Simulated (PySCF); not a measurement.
Molecule: SMILES C[SiH2][Si@H](F)P, CH8FPSi2.

Molfile (atoms numbered from 1):
```
CH8FPSi2
     RDKit          3D

 13 12  0  0  0  0  0  0  0  0999 V2000
    1.7732    0.4876    0.4331 C   0  0  0  0  0  0  0  0  0  0  0  0
    0.7445   -0.0907   -1.0371 Si  0  0  0  0  0  4  0  0  0  0  0  0
   -1.2593   -1.0169   -0.2553 Si  0  0  2  0  0  4  0  0  0  0  0  0
   -2.1795   -1.4690   -1.5303 F   0  0  0  0  0  0  0  0  0  0  0  0
   -2.4660    0.4310    0.9977 P   0  0  0  0  0  0  0  0  0  0  0  0
    1.2216    1.2336    1.0253 H   0  0  0  0  0  0  0  0  0  0  0  0
    2.7118    0.9486    0.0897 H   0  0  0  0  0  0  0  0  0  0  0  0
    2.0290   -0.3554    1.0926 H   0  0  0  0  0  0  0  0  0  0  0  0
    1.5055   -1.0844   -1.8579 H   0  0  0  0  0  0  0  0  0  0  0  0
    0.3880    1.0700   -1.9136 H   0  0  0  0  0  0  0  0  0  0  0  0
   -1.0429   -2.2255    0.5989 H   0  0  0  0  0  0  0  0  0  0  0  0
   -1.4483    0.4512    2.0042 H   0  0  0  0  0  0  0  0  0  0  0  0
   -1.9704    1.6023    0.3443 H   0  0  0  0  0  0  0  0  0  0  0  0
  1  2  1  0
  2  3  1  0
  3  4  1  0
  3  5  1  0
  1  6  1  0
  1  7  1  0
  1  8  1  0
  2  9  1  0
  2 10  1  0
  3 11  1  1
  5 12  1  0
  5 13  1  0
M  END
```

Geometry PBE0-D3(BJ)/def2-SVP throughout; GIAO in PySCF 2.14.0 with density-fitted response routines, gas phase, one conformer, non-relativistic; equivalent atoms averaged; functional PBE0.

Problem. How do the absolute shieldings σ depend on the basis set? (a selection of nuclei; ppm; last column core-seconds on 1 thread of an Arm Neoverse V2, shared host)

Solution. 
```csv
basis set,functions,C1,Si3,F4,P5,H11,H9,H10,H12/H13,H6/H7/H8,core-s
pcSseg-0,73,206.8,322.7,465.5,617.6,26.43,28.54,28.86,31.10,32.82,5.6
6-31G*,98,204.2,359.9,411.9,589.2,25.69,27.72,27.85,30.16,31.92,8.5
cc-pVDZ,122,206.8,381.3,409.8,613.5,25.35,27.18,27.42,29.83,31.23,11
def2-SVP,122,204.4,374.1,406.0,616.1,25.34,27.16,27.42,29.83,31.34,9.8
aug-cc-pVDZ,199,206.0,377.8,410.5,616.2,25.21,27.03,27.30,29.68,31.18,23
"6-311+G(2d,p)",207,197.4,310.0,397.5,561.6,25.29,27.07,27.32,29.61,31.38,23
def2-TZVP,221,197.9,299.8,389.7,551.8,25.25,27.03,27.30,29.62,31.34,26
cc-pVTZ,274,198.5,329.0,397.0,581.3,25.26,27.05,27.32,29.63,31.13,37
IGLO-III,282,195.3,313.5,393.8,568.9,25.19,27.00,27.26,29.61,31.18,34
pcSseg-2,313,196.0,310.1,394.6,560.9,25.23,27.03,27.32,29.39,31.09,48
```

Problem. Which nucleus among those listed moves most, in ppm?

Solution. Si3 (silicon bonded to F, P, Si, H): from 299.8 ppm with def2-TZVP to 381.3 ppm with cc-pVDZ. The smallest spread is 1.24 ppm, at H11. Proton shifts span only some 12 ppm, so a few tenths of a ppm matter as much there as several ppm in carbon.

Problem. Taking the largest basis, pcSseg-2 (313 functions), as the yardstick, rank the others by their worst heavy-atom deviation.

Solution. 6-311+G(2d,p) 2.9 ppm (207 functions), IGLO-III 8.0 ppm (282 functions), def2-TZVP 10.4 ppm (221 functions), cc-pVTZ 20.4 ppm (274 functions), 6-31G* 49.8 ppm (98 functions), def2-SVP 64.0 ppm (122 functions), aug-cc-pVDZ 67.7 ppm (199 functions), pcSseg-0 70.9 ppm (73 functions), cc-pVDZ 71.2 ppm (122 functions).

A small basis that lands close on one nucleus may do so by chance; judge by the trend and by all nuclei.
